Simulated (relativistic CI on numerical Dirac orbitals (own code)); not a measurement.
One change at a time: Dy XI

Base calculation: Dirac-Coulomb-Breit CI, orbitals from a KLI potential per configuration, model QED, unscaled Slater integrals.

Configuration list (outside the closed core [Kr] 4d10): 4f8 5s2, 4f8 5s 5p, 4f10, 4f9 5s, 4f7 5s2 6s, 4f9 6s. The list is cut by size and lacks configurations that can hold low levels.

Variants: (1) only the first configuration; (2) only the first 3 configurations. Shifts of the energy above 4f8 5s2 7F_6, in cm⁻¹, for the lowest level and the first level of each name with at least 55 % of one term (blank where a level changes its place among those of its configuration and J or its character, or is not in the variant):

```tsv
Level	Base	Δ(1)	Δ(2)
4f8 5s2 7F_6	0.0	0.0	0.0
4f8 5s2 7F_5	2485.5	-1.0	0.0
4f8 5s2 7F_4	4100.5	-0.3	0.0
4f8 5s2 7F_3	5334.4	+0.2	0.0
4f8 5s2 7F_2	6211.9	+0.9	0.0
4f8 5s2 7F_1	6787.8	+1.3	0.0
4f8 5s2 7F_0	7070.9	+1.6	0.0
4f8 5s2 5D_4	27521.4	+48.4	0.0
4f8 5s2 5L_10	34479.7	+0.2	0.0
4f8 5s2 5D_3	34557.1	+46.9	0.0
4f8 5s2 5G_6	36107.6	+45.2	0.0
4f8 5s2 5L_9	36325.4	-1.3	0.0
4f8 5s2 5L_8	37430.4	-0.4	0.0
4f8 5s2 5D_2	37494.2	+57.2	0.0
4f8 5s2 5G_5	37569.6	+37.2	0.0
4f8 5s2 5L_7	38011.7	+1.8	0.0
4f8 5s2 5G_4	38219.3	+34.6	0.0
4f8 5s2 5L_6	38327.8	+5.5	0.0
4f8 5s2 5G_3	38980.1	+34.2	0.0
4f8 5s2 5G_2	39634.5	+35.0	0.0
4f8 5s2 5D_1	40341.2	+56.6	0.0
4f8 5s2 5D_0	41260.4	+61.0	0.0
```

At this charge energies of transitions that change n are usually good to better than 1 %, and those within a shell (Δn = 0) to a few per cent. Terms inside the open d or f shell come out 10 to 20 % too wide with unscaled integrals. Levels and lines within the n = 5 or 6 shells can be off by up to 10 % or somewhat more, and those that change n by about 2 %, since core polarisation is missing.

Ionisation energy from the two ground configurations alone: base 171.791 eV. The NIST ASD value (theoretical) is 192 eV. The gap of more than 2 % comes from missing correlation, or from a tabulated value that is itself an estimate.
